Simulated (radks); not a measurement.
Results of a calculation; reference values are marked as such.
Yb XXXV, configuration [Kr]. Code: a radial shooting solver on a logarithmic mesh with Libxc functionals. Model: scalar-relativistic Kohn-Sham, PBE, spin-unpolarised, spherical densities, point nucleus.

Unscreened Slater integrals over Kohn-Sham orbitals (cm^-1).

\begin{tabular}{lr}
integral & value \\ \hline
F0(4p,4p) & 435320 \\
F2(4p,4p) & 227470 \\
F0(4p,4s) & 441080 \\
G1(4p,4s) & 298740 \\
F0(4p,3d) & 552400 \\
F2(4p,3d) & 157160 \\
G1(4p,3d) & 50967 \\
G3(4p,3d) & 51426 \\
F0(4p,3p) & 543240 \\
F2(4p,3p) & 168190 \\
G0(4p,3p) & 45278 \\
G2(4p,3p) & 54567 \\
F0(4s,4s) & 447360 \\
F0(4s,3d) & 562300 \\
G2(4s,3d) & 52387 \\
F0(4s,3p) & 552930 \\
G1(4s,3p) & 54970 \\
F0(3d,3d) & 1031800 \\
F2(3d,3d) & 526350 \\
F4(3d,3d) & 338750 \\
F0(3d,3p) & 964930 \\
F2(3d,3p) & 464840 \\
G1(3d,3p) & 509920 \\
G3(3d,3p) & 336240 \\
F0(3p,3p) & 925470 \\
F2(3p,3p) & 464500 \\
\end{tabular}
